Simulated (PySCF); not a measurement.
A survey of 17O NMR shifts

PySCF calculation with GFN2-xTB geometry and shielding tensors at PBE0/pcSseg-1 (GIAO); no solvent model, non-relativistic, a single conformation, rapidly exchanging positions averaged.

Shieldings were converted by a linear fit to measured shifts: 17O (scatter 10.7 ppm rms, 12.2 ppm with the 3 outliers that the fit left out vs liquid water, solution or neat liquid). Occasional misses reach two or three times the rms, and more in compound classes unlike the fitted ones.

Problem. Give the 17O shifts of `CC#CC1=CC(=O)[Si@H]1CC`.

Solution. 
```
              compound      environment  δ (ppm)
CC#CC1=CC(=O)[Si@H]1CC  carbonyl oxygen    670.2
```

Problem. Order these by 17O shift, lowest first.
A. CCC[SiH2]C#CC#CC=O
B. C[SiH2]c1ccc(C(C)=S)o1
C. CC(=O)C1=C[C@@]2([SiH3])C=C[C@@H]12
D. CC(=S)C1=C[SiH2]OC=CC1

Solution. D (41.8 ppm, oxygen bonded to C, Si, in a 7-membered ring), B (245.7 ppm, aromatic ring oxygen), C (565.9 ppm, ketone oxygen), A (660.7 ppm, aldehyde oxygen).
